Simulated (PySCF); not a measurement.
Excitations are Tamm–Dancoff values on a coarser integration grid. The basis has no diffuse functions, so Rydberg states are missing or too high.

Z-matrix (Å, degrees):
```
Ge
O 1 1.7863
C 2 1.4078 1 119.23
H 3 1.1026 2 108.59 1 177.71
H 3 1.1067 4 108.28 2 122.38
H 3 1.1094 4 107.64 5 115.88
N 1 1.8201 2 100.68 3 -178.56
H 7 1.0171 1 115.00 2 -140.02
H 7 1.0183 8 109.61 1 -128.10
N 1 1.8247 2 117.53 3 60.76
H 10 1.0175 1 115.36 2 54.90
H 10 1.0182 11 109.02 1 130.84
N 1 1.8275 2 106.23 3 -54.45
H 13 1.0191 1 113.04 2 175.49
H 13 1.0192 14 107.69 1 -125.12
```
Charge 0, spin multiplicity 1.

Task: Give the brightest of the four lowest singlets (TDA), S1–T1 gap (TDA), S1 excitation (TDA), total energy and HOMO–LUMO gap at the level PBE-D3(BJ)/def2-TZVP // r2SCAN-D4/def2-SVP (PySCF).

Result: 
- brightest of the four lowest singlets (TDA) = 6.09 eV
- S1–T1 gap (TDA) = 0.20 eV
- S1 excitation (TDA) = 5.40 eV
- total energy = -2359.5524 Ha
- HOMO–LUMO gap = 5.31 eV
